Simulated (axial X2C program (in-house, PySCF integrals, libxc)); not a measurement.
N or H: which binds elements of chip processing more strongly?

Computed with an in-house all-electron X2C program for linear molecules (integrals from PySCF), spin-free (one-electron X2C) or two-component (2c: spin–orbit coupling with atomic mean-field Coulomb and Gaunt terms, which also bring small scalar terms), in Dyall basis sets with cores contracted in-house; open shells are unrestricted.

Level PBE0, spin-free. Dyall triple-zeta sets: BN v3z/av3z; BH v3z/v3z; PN v3z/av3z; PH v3z/v3z; GaN cv3z/av3z; GaH cv3z/v3z; AsN cv3z/av3z; AsH cv3z/v3z; InN cv3z/av3z; InH cv3z/v3z; SnN cv3z/av3z; SnH cv3z/v3z; SbN cv3z/av3z; SbH cv3z/v3z.

Diatomic bonds are a first guide to the radicals met in plasma etching, cleaning and deposition, though surfaces and higher halides or oxides behave in their own way.

```tsv
element M	state of MN	Re MN (Å)	D0 MN (eV)	state of MH	Re MH (Å)	D0 MH (eV)
B	M_S = 1, Λ = 1	1.315	4.59	M_S = 0, Λ = 0	1.241	3.35
P	M_S = 0, Λ = 0	1.485	5.78	M_S = 1, Λ = 0	1.431	3.03
Ga	M_S = 1, Λ = 0	1.996	2.22	M_S = 0, Λ = 0	1.674	2.74
As	M_S = 0, Λ = 0	1.597	4.54	M_S = 1, Λ = 0	1.528	2.74
In	M_S = 1, Λ = 0	2.210	1.89	M_S = 0, Λ = 0	1.849	2.54
Sn	M_S = 1/2, Λ = 1	1.956	2.53	M_S = 1/2, Λ = 1	1.779	2.46
Sb	M_S = 0, Λ = 0	1.803	3.13	M_S = 1, Λ = 0	1.716	2.46
```

Problem. Work out the energy at 0 K of MN + H → MH + N for each element.

Solution. ΔE = D0(MN) − D0(MH) at PBE0, spin-free: B 1.24, P 2.75, Ga -0.52, As 1.80, In -0.65, Sn 0.07, Sb 0.67 eV (negative: the exchange gives off energy).

Problem. For which element is the exchange to H most and for which least favourable, and what is the energy of InN + PH → InH + PN?

Solution. In most (-0.65 eV; too close to rank against Ga), P least (2.75 eV). The atoms cancel in the double exchange: ΔE = -0.65 − (2.75) = -3.40 eV, a figure less sensitive to errors in the atoms than D0 itself.

Each entry is the lowest single determinant of a limited PBE0 search at one distance. D0 = De minus the zero-point energy; De goes to single-determinant-based atoms at the same level (for ions the charge split of lowest energy) and is withheld (n/a) where an atom does not fit its ground term or J level. Main or longest-lived isotopes. One determinant is a doubtful description, or other states lie close, for BN, GaN, AsH, InN, SnN, SbH; these need not be ground states, and all values refer to the states named. The functionals have no current term, which raises determinants with orbital currents. These D0 were not checked against measured values; triple-zeta sets, frozen cores and single determinants leave errors of some tenths of an eV, more for transition metals.
